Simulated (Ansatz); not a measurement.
**A relaxation, step by step**

AlN2H9O, closed shell, PBE0-D4/def2-TZVP (Ansatz 0.2.0). Settings:

```yaml
hamiltonian: {xc: pbe0, dispersion: d4}
relax: {f_tol: 0.005, max_steps: 200}
```

Start, a step off a saddle point along its unstable mode:

| atom | x (Å) | y (Å) | z (Å) |
| --- | --- | --- | --- |
| Al1 | -1.2619 | 0.2698 | -0.9940 |
| O2 | 0.4031 | -0.7019 | -1.2150 |
| H3 | -1.1384 | 1.3434 | -2.1726 |
| H4 | -2.3767 | -0.8839 | -1.0895 |
| H5 | 0.8176 | 0.1560 | 1.1950 |
| N6 | -0.9828 | 0.9579 | 0.6822 |
| H7 | 0.9233 | -0.7573 | -0.4820 |
| N8 | 1.6109 | -0.4146 | 0.9408 |
| H9 | 0.3218 | -1.6705 | -1.5706 |
| H10 | -0.8977 | 1.9583 | 0.7402 |
| H11 | -1.6132 | 0.6753 | 1.4154 |
| H12 | 1.7618 | -1.1191 | 1.6555 |
| H13 | 2.4323 | 0.1865 | 0.8944 |

```json
{"step": "1", "energy less the last (meV)": "544.7", "largest force component (eV/Å)": "6.395"}
{"step": "2", "energy less the last (meV)": "70.8", "largest force component (eV/Å)": "1.240"}
{"step": "3 (rejected trial)", "energy less the last (meV)": "105.1", "largest force component (eV/Å)": "0.865"}
{"step": "4", "energy less the last (meV)": "26.9", "largest force component (eV/Å)": "0.464"}
{"step": "5", "energy less the last (meV)": "15.1", "largest force component (eV/Å)": "0.181"}
{"step": "6", "energy less the last (meV)": "4.0", "largest force component (eV/Å)": "0.122"}
{"step": "7", "energy less the last (meV)": "2.5", "largest force component (eV/Å)": "0.096"}
{"step": "8", "energy less the last (meV)": "1.1", "largest force component (eV/Å)": "0.072"}
{"step": "9", "energy less the last (meV)": "0.8", "largest force component (eV/Å)": "0.040"}
{"step": "10", "energy less the last (meV)": "0.6", "largest force component (eV/Å)": "0.045"}
{"step": "11 (rejected trial)", "energy less the last (meV)": "0.6", "largest force component (eV/Å)": "0.082"}
{"step": "12", "energy less the last (meV)": "0.5", "largest force component (eV/Å)": "0.042"}
{"step": "13", "energy less the last (meV)": "0.3", "largest force component (eV/Å)": "0.006"}
{"step": "14", "energy less the last (meV)": "0.1", "largest force component (eV/Å)": "0.021"}
{"step": "15", "energy less the last (meV)": "0.1", "largest force component (eV/Å)": "0.020"}
{"step": "16", "energy less the last (meV)": "0.0", "largest force component (eV/Å)": "0.015"}
{"step": "17", "energy less the last (meV)": "0.0", "largest force component (eV/Å)": "0.005"}
{"step": "18", "energy less the last (meV)": "0.0", "largest force component (eV/Å)": "0.004"}
```

Step 15, positions (Å) and forces (eV/Å):

```tsv
atom	x	y	z	Fx	Fy	Fz
Al1	-1.222	0.288	-1.034	-0.018	0.015	0.001
O2	0.343	-0.821	-1.232	-0.013	-0.009	-0.003
H3	-1.055	1.439	-2.130	0.007	-0.015	0.008
H4	-2.365	-0.832	-1.198	0.020	0.002	0.001
H5	0.830	0.234	1.158	0.007	0.000	-0.006
N6	-0.983	0.924	0.691	-0.001	-0.011	-0.001
H7	0.986	-0.767	-0.397	0.000	0.003	0.006
N8	1.641	-0.366	0.915	-0.012	-0.008	-0.001
H9	0.159	-1.736	-1.459	0.004	0.016	0.003
H10	-0.981	1.932	0.790	0.000	-0.002	-0.003
H11	-1.608	0.562	1.402	0.006	0.004	-0.005
H12	1.778	-1.058	1.640	0.004	0.001	0.000
H13	2.477	0.201	0.854	-0.004	0.003	0.001
```

Last step (18):

Al1  (-1.225, 0.287, -1.032)
O2  (0.344, -0.814, -1.234)
H3  (-1.063, 1.433, -2.133)
H4  (-2.359, -0.841, -1.188)
H5  (0.827, 0.230, 1.160)
N6  (-0.981, 0.927, 0.691)
H7  (0.985, -0.766, -0.396)
N8  (1.638, -0.370, 0.917)
H9  (0.166, -1.727, -1.470)
H10  (-0.975, 1.935, 0.786)
H11  (-1.606, 0.571, 1.403)
H12  (1.775, -1.063, 1.641)
H13  (2.474, 0.198, 0.857)
(Å)

The run took about 38 s on 4 CPU threads of an Arm Neoverse V2 (shared host).
